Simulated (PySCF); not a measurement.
C₄H₆O (SMILES C=CCC=O), singlet, geometry from GFN2-xTB. Base run: CCSD(T)/cc-pVDZ (PySCF).

PySCF was given this input:
```python
from pyscf import gto, scf, cc

mol = gto.Mole()
mol.atom = '''
    C    -2.223447   -0.147909    0.255516
    C    -1.147013    0.176059   -0.435624
    C     0.118357    0.703991    0.173239
    C     1.150835   -0.393135    0.211243
    O     2.232542   -0.348319   -0.298531
    H    -2.271114   -0.028012    1.325714
    H    -3.107546   -0.536397   -0.219758
    H    -1.120343    0.044485   -1.508636
    H    -0.069501    1.017119    1.203014
    H     0.507232    1.545411   -0.402643
    H     0.808544   -1.290095    0.764308
'''
mol.basis = 'cc-pvdz'
mol.charge = 0
mol.spin = 0
mol.verbose = 4
mol.max_memory = 1800
mol.build()

mf = scf.RHF(mol)
mf.kernel()

mycc = cc.CCSD(mf, frozen=5)
mycc.kernel()
et = mycc.ccsd_t()
print('E(CCSD(T)) = %.10f' % (mycc.e_tot + et))
```

Each row names what was changed in the base input (with any setting that the change needs).

```csv
change,ΔE vs base (mEh),MP2 correlation (Eh),CC correlation without the perturbative part (Eh),basis functions,core-seconds (rough)
base,0.000,-0.71411,-0.76003,100,30
method = ccsd,25.862,-0.71411,-0.76003,100,20
method = cisd,153.6,-,-,100,10
method = mp2,71.784,-0.71411,-,100,3
```
